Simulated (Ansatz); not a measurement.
Basis-set extrapolation for `C[SiH2]B(O)O` (PBE0-D4/def2-TZVP geometry, frozen core, Ansatz 0.2.0). Multiplicity 1, RHF reference.

```csv
,def2-TZVPP,def2-QZVPP
HF,-505.499766,-505.519154
MP2 correlation,-0.882631,-0.948759
CCSD(T) correlation,-0.958911,not run
```

Energies in hartree. Use E(X) = E(∞) + A·exp(−7.88·√X) for Hartree–Fock and E(X) = E(∞) + B·X^(−2.97) for correlation, with X = 3 and 4, and add CCSD(T) minus MP2 of the smaller set to the MP2 limit.

**Question.** What is the CCSD(T) energy at the basis-set limit?

**Answer.** HF limit: -505.519154 + (-0.019388) × 0.13774 = -505.52182. MP2 limit: -0.948759 + (-0.066128) × 0.74074 = -0.99774. Higher-order term: -0.958911 − (-0.882631) = -0.07628. Total: -506.59584 hartree, 360.1 kJ/mol below CCSD(T)/def2-TZVPP.
